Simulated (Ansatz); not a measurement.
Geometry optimisation, RKS PBE0/def2-mTZVP (Ansatz 0.2.0).

input.yaml

```yaml
crystal:
  periodic: [false, false, false]
  atoms:
    - { symbol: C, position_ang: [-1.3028, -0.334, 0.4062] }
    - { symbol: C, position_ang: [-0.0121, 0.0871, 1.0069] }
    - { symbol: O, position_ang: [-0.11255, 1.36721, 1.41066] }
    - { symbol: B, position_ang: [-0.00656, 0.42274, 2.60842] }
    - { symbol: "N", position_ang: [-0.61947, -0.07772, 3.89383] }
    - { symbol: H, position_ang: [-1.8665, 0.6458, 0.0438] }
    - { symbol: H, position_ang: [-1.2116, -0.9849, -0.4607] }
    - { symbol: H, position_ang: [-1.9415, -0.7607, 1.1606] }
    - { symbol: H, position_ang: [1.00795, -0.1668, 0.52363] }
    - { symbol: H, position_ang: [-1.30443, 0.62404, 4.16114] }
    - { symbol: H, position_ang: [-1.10079, -0.97542, 3.67352] }
basis:
  gaussian: { orbitals: def2-mTZVP }
hamiltonian:
  xc: pbe0
relax:
  f_tol: 0.015
  max_steps: 40
```

Command:

```bash
$ ansatz run input.yaml --threads 2 --pin off --max-ram 3072MiB --backend cpu --events-out ev --progress --plain --runs-dir out
```

**Question.** Where does it end, and by what steps?

**Answer.** The forces met the threshold. After 10 steps the energy has fallen by 2.411 eV; H6 moved furthest, 1.04 Å.

| step | energy less start (eV) | largest force component (eV/Å) | accepted |
| --- | --- | --- | --- |
| 0 | 0.0000 | 5.465 | yes |
| 1 | -1.5288 | 3.058 | yes |
| 2 | -2.0983 | 1.372 | yes |
| 3 | -2.2361 | 0.653 | yes |
| 4 | -2.3256 | 0.381 | yes |
| 5 | -2.3548 | 0.593 | yes |
| 6 | -2.3995 | 0.338 | yes |
| 7 | -2.4095 | 0.150 | yes |
| 8 | -2.4108 | 0.060 | yes |
| 9 | -2.4113 | 0.022 | yes |
| 10 | -2.4114 | 0.013 | yes |

```xyz
11
Properties=species:S:1:pos:R:3
C -1.321 -0.286 0.092
C -0.255 0.088 1.076
O -0.495 1.389 1.798
B -0.460 0.276 2.561
N -0.603 -0.077 3.893
H -1.301 0.367 -0.786
H -1.163 -1.313 -0.251
H -2.318 -0.231 0.536
H 0.755 0.062 0.667
H -0.783 0.598 4.620
H -0.526 -1.024 4.222
```

Time of the run: 38 s on 2 threads of Arm Neoverse V1 (shared host), peak memory 0.25 GiB.
